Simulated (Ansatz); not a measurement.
The cluster Na₂Li₃⁺: single points at one geometry.

```yaml
crystal:
  periodic: [false, false, false]
  atoms:
    - {symbol: Li, position_ang: [0.868406, 0.465828, -1.599111]}
    - {symbol: Li, position_ang: [0.987102, -0.704513, 1.431036]}
    - {symbol: Li, position_ang: [-1.853482, 0.240236, 0.163203]}
    - {symbol: Na, position_ang: [0.435557, 2.676731, 1.019434]}
    - {symbol: Na, position_ang: [-0.437593, -2.678272, -1.014554]}
basis:
  gaussian: {orbitals: def2-TZVP, initial_orbitals: start.molden}
total_charge: 1
magnetization: {spin_polarized: true, initial_magnetization: 4}
hamiltonian: {xc: r2scan}
scf: {omitted_lower_state_checks: [starts]}
output: {orbitals: {seedname: orbitals}}
```

The file start.molden holds the orbitals of an earlier run on this structure, at another level or in another basis.

```sh
$ ansatz run in.yaml --threads 4 --pin off --events-out ev --progress --plain --max-ram 3916MiB
```

Output, abridged:

```
Functional definition: r2SCAN
941 factors; their error is unknown
mean field evaluation 1: about -9437.8683 eV, gradient 3.1e0 eV
mean field evaluation 2: about -9437.8853 eV, gradient 4.2e-2 eV
mean field evaluation 4: about -9437.8710 eV, gradient 5.4e-4 eV
mean field -9437.87098676 eV, -346.8353615449 hartree, gradient 1.9e-5 eV, S^2 6.000090; 0 other end points of the search recorded, 0 dependent functions left out
reference -9437.87103346 eV, -346.8353632610 hartree; 17, 13 occupied and 89, 93 virtual orbitals, 941 factors
Total energy: -9437.87103346 eV, -346.8353632610 hartree
Checks for a lower state left out: starts
```

Hardware: 4 threads of Arm Neoverse V2 on a shared host. Wall time 3 s.

First input, but with `hamiltonian: {xc: pbe0}` and without the key `scf` (abridged; 2.3 s):

```
Functional definition: PBE0
mean field evaluation 16: about -9432.7140 eV, gradient 1.3e-3 eV
mean field -9432.71396780 eV, -346.6458445934 hartree, gradient 1.7e-5 eV, S^2 6.000017; 5 other end points of the search recorded, 0 dependent functions left out
Total energy: -9432.71403360 eV, -346.6458470116 hartree
```

As the first input, with `hamiltonian: {xc: hse06}` (abridged; 1.6 s):

```
Functional definition: HSE06
mean field -9432.36322915 eV, -346.6329551857 hartree, gradient 5.9e-6 eV, S^2 6.000019
Total energy: -9432.36331647 eV, -346.6329583947 hartree
Checks for a lower state left out: starts
```

As the first input, with `hamiltonian: {xc: pbe}`, `correlation: {method: rpa}` and without the key `output` (abridged; 1.8 s):

```
Functional definition: PBE
mean field -9431.51370655 eV, -346.6017358060 hartree, gradient 2.3e-6 eV, S^2 6.000024
2 core orbitals not correlated: weight in the atoms' cores, before any rotation towards them, 1.000 or more for the frozen orbitals, at most 0.000 for the correlated occupied ones
Total energy: -9431.73311818 eV, -346.6097990347 hartree
Checks for a lower state left out: starts
```

Geometry: B3LYP/def2-TZVP.

HSE06 is defined as in plane-wave codes, on full-range PBE exchange. Correlated methods freeze 2 core orbitals; core or outer-core shells of Li, Na are correlated, in sets that lack core-valence functions. At PBE0/def2-TZVP a singlet of charge 1 lies 1.89 eV below the quintet, each at its own geometry. The structure comes from a short search, and lower isomers may exist.
